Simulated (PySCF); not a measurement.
**J couplings in C₃H₅BO₂**

Bonds (- single, = double, # triple, : aromatic): C1#C2 1.213 Å, C2-C3 1.451 Å, C3-B4 1.596 Å, B4-O5 1.356 Å, B4-O6 1.356 Å. C1 carries H7; C3 carries H8, H9; O5 carries H10; O6 carries H11.

Indirect spin–spin couplings were computed at B3LYP/pcJ-1 (spin–dipole term only in couplings to heteroatoms) (PySCF) on a PBE0-D3(BJ)/def2-SVP structure, for the isolated molecule, without vibrational or relativistic corrections. Couplings are averaged over pairs made equivalent by symmetry, fast rotation or ring inversion, so a value needn't be that of the named pair in this geometry, while other rotamers aren't included; one pair stands for each set, and the list holds those of at least 0.8 Hz over up to four bonds, among pairs with at least one C or B or H atom (others weren't computed).

Isotopes: ¹³C, ¹H, ¹⁷O, ¹¹B. Couplings to quadrupolar nuclei such as 17O and 33S are rarely resolved in practice.

```
   pair  bonds  J (Hz)
 C1, C2      1   191.9
 C1, H7      1       ?
 C2, C3      1       ?
 C3, B4      1    65.7
 C3, H8      1   131.5
 B4, O5      1    -9.1
O5, H10      1   -82.9
 C1, C3      2       ?
 C2, B4      2       ?
 C2, H7      2    51.6
 C2, H8      2   -10.7
 C3, O5      2       ?
 B4, H8      2    -8.6
B4, H10      2    -4.0
 H8, H9      2   -22.5
 C1, B4      3     2.6
 C1, H8      3     5.6
 C2, O5      3    -1.8
 C3, H7      3     3.7
C3, H10      3       ?
O5, H11      3    -1.4
 B4, H7      4    -2.4
 H7, H8      4       ?
```

Estimate the withheld couplings, with signs.

Results:


- ¹J(C1,H7) = 271.9 Hz (bond length 1.074 Å, sp carbon)
- ¹J(C2,C3) = 71.2 Hz (bond length 1.451 Å)
- ²J(C1,C3) = 11.4 Hz (angle at C2 175°)
- ²J(C2,B4) = -4.5 Hz (angle at C3 112°)
- ²J(C3,O5) = -7.7 Hz (mean over equivalent pairs that range from -16.1 to 0.8 Hz in this conformer)
- ³J(C3,H10) = 4.7 Hz (mean over equivalent pairs that range from 1.4 to 7.9 Hz in this conformer)
- ⁴J(H7,H8) = -4.3 Hz
